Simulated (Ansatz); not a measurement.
A run for Ansatz (a program for electronic structure): U-r2SCAN/cc-pV(T+d)Z on C2H6O3Si (SMILES C=C[Si](O)(O)O), a point of a bond scan (R = 1.664 Å). Files ending in .json are basis or fitting sets from the Basis Set Exchange.

Ansatz 0.2 input:
```yaml
crystal:
  periodic: [false, false, false]
  atoms:
    - {symbol: C, position_ang: [2.00049879, -0.73855774, 0.78881990]}
    - {symbol: C, position_ang: [1.27655897, -0.32203934, -0.24858313]}
    - {symbol: Si, position_ang: [-0.32412833, 0.12082142, -0.13970406]}
    - {symbol: O, position_ang: [-0.95966322, -0.34974084, 1.30630818]}
    - {symbol: O, position_ang: [-0.57978416, 1.74045579, -0.21515797]}
    - {symbol: O, position_ang: [-1.05942974, -0.54669044, -1.44193311]}
    - {symbol: H, position_ang: [1.57556546, -0.82348317, 1.78357822]}
    - {symbol: H, position_ang: [3.04727447, -1.00820606, 0.69605386]}
    - {symbol: H, position_ang: [1.76352894, -0.25466345, -1.21847067]}
    - {symbol: H, position_ang: [-0.93814495, -1.28535819, 1.52139474]}
    - {symbol: H, position_ang: [-0.52498699, 2.23629196, 0.60551097]}
    - {symbol: H, position_ang: [-1.92458192, -0.20659331, -1.68590263]}
basis:
  gaussian:
    orbitals: cc-pV_T+d_Z.json
hamiltonian:
  xc: {name: r2SCAN}
magnetization: {spin_polarized: true, initial_magnetization: 0}
```

The log:

```
WARN ansatz: RAYON_NUM_THREADS=4 ignored (pool sized by the plan → 4); use --threads N
Functional definition: r2SCAN
integrals: 0.24 GiB planned
1487 factors; their error is unknown
mean field: 1.99 GiB planned
mean field evaluation 1: about -16175.2599 eV, gradient 7.2e1 eV
mean field evaluation 2: about -16151.3403 eV, gradient 1.1e2 eV
mean field evaluation 4: about -16192.6446 eV, gradient 6.6e0 eV
mean field evaluation 8: about -16192.8536 eV, gradient 1.9e-1 eV
mean field evaluation 16: about -16192.8228 eV, gradient 3.6e-4 eV
mean field -16192.82276205 eV, -595.0752606159 hartree, gradient 3.1e-5 eV, S^2 0.000000; 0 other end points of the search recorded, 0 dependent functions left out
reference -16192.82277561 eV, -595.0752611140 hartree; 28, 28 occupied and 245, 245 virtual orbitals, 1487 factors
Total energy: -16192.82277561 eV, -595.0752611140 hartree
```

Self-consistency was reached.

Cost: roughly 21 core-seconds.
